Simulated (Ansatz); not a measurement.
A nudged elastic band was laid between two geometries of C2H6BFSi (11 atoms, charge 0, multiplicity 1).

These are results of RKS BLYP-D4/cc-pVDZ (Ansatz 0.2.0), not measurements.

```
movable images  : 7
climbing image  : yes
spring          : 5.0 eV/Å²
optimiser       : quadratic models (default)
start path      : through a guess of the saddle point
force threshold : 0.03 eV/Å
iteration limit : 60
end points      : relaxed
```

First end point:

```xyz
11
Properties=species:S:1:pos:R:3
F 1.429 1.547 0.846
C 0.978 0.369 0.211
C -0.038 -0.460 1.048
B -0.992 -1.004 -0.088
Si -0.266 0.474 -1.312
H 1.873 -0.247 -0.032
H 0.356 -1.089 1.874
H -0.737 0.280 1.533
H -1.758 -1.935 -0.068
H 0.275 0.251 -2.702
H -1.055 1.758 -1.288
```

Last end point:

```xyz
11
Properties=species:S:1:pos:R:3
F 1.124 1.690 1.241
C 0.911 0.641 0.316
C 0.057 -0.531 0.906
B -1.082 -0.760 -0.223
Si -0.504 0.966 -0.995
H 1.904 0.316 -0.057
H 0.674 -1.437 1.104
H -0.376 -0.206 1.873
H -1.957 -1.577 -0.332
H -0.394 -0.690 -1.417
H -0.293 1.531 -2.395
```

Question: What changes between the two ends?

Answer: No bond is made or broken.

Question: Give the energies along the band, and the barrier.

Answer: The forces met the threshold. The highest image is number 6 of 0 to 8, 0.42 eV above the first end and 0.10 eV above the last; the last end lies 0.32 eV above the first. A vibrational analysis at the climbing image gives one clearly imaginary mode, 449i cm⁻¹: a first-order saddle point.

```csv
image,path coordinate (Å),energy (eV)
0,0.00,0.00
1,0.49,0.02
2,0.99,0.06
3,1.48,0.10
4,1.97,0.16
5,2.46,0.30
6,2.96,0.42
7,3.23,0.36
8,3.51,0.32
```

Question: What is the geometry of the highest image?

Answer: 
```xyz
11
Properties=species:S:1:pos:R:3
F 1.072 1.683 1.204
C 0.928 0.599 0.306
C 0.060 -0.567 0.908
B -1.168 -0.706 -0.126
Si -0.415 0.816 -1.091
H 1.947 0.281 0.003
H 0.639 -1.485 1.145
H -0.366 -0.184 1.862
H -2.009 -1.554 -0.269
H -0.132 -0.656 -1.621
H -0.488 1.717 -2.302
```

Question: What are the harmonic wavenumbers there?

Answer: 449i, 132, 274, 404, 481, 546, 631, 671, 708, 718, 783, 831, 856, 907, 934, 984, 1072, 1102, 1179, 1286, 1354, 1800, 2097, 2626, 2939, 2968, 2988 cm⁻¹.

Run time: 3.4 min on 2 threads of Arm Neoverse V1, with other jobs on the host, peak memory 0.15 GiB.
